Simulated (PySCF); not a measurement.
The vertical singlet excitations below were computed for one of the candidates. Theory: TDDFT B3LYP/def2-SVPD, vertical, gas phase, core orbitals frozen in the response (PySCF 2.14.0, density-fitted response routines). Geometries: GFN2-xTB, one conformer each.

```csv
state,λ (nm),f
S1,325.0,0.0002
S2,258.8,0.0002
S3,223.5,0.245
S4,220.5,0.0067
S5,209.9,0.0018
S6,204.4,0.027
S7,182.0,0.048
S8,180.3,0.157
```

Task: Which structure fits?
A. `C=CC[C@@H](C#N)O[SiH3]`
B. `COc1ccnnn1`
C. `Cn1cc(C=O)nn1`

Result: C. Its S1 lies at 3.81 eV; the nearest of the others has S1 at 3.34 eV. S1 is HOMO→LUMO (96%). Löwdin shares by element: HOMO oxygen 62%, carbon 22% or more, hydrogen 8% or more; LUMO carbon 54% or more, oxygen 24% (atoms not listed hold the other 22%). At the same level the other candidates give, for their lowest levels:
- `COc1ccnnn1`: 371 nm (f 0.003); 310 nm (f 0.001); 292 nm (f 0.000); 251 nm (f 0.003); 234 nm (f 0.029); T1 2.49 eV; HOMO -6.67, LUMO -2.02 eV
- `C=CC[C@@H](C#N)O[SiH3]`: 193 nm (f 0.058); 179 nm (f 0.002); 175 nm (f 0.061); 172 nm (f 0.015); 168 nm (f 0.114); T1 4.53 eV; HOMO -7.78, LUMO -0.78 eV

Conformer computed: `[CH3:1][n:2]1[cH:3][c:4]([CH:5]=[O:6])[n:7][n:8]1`: C3–C4–C5–O6 0°.
Triplets come from the Tamm–Dancoff approximation.
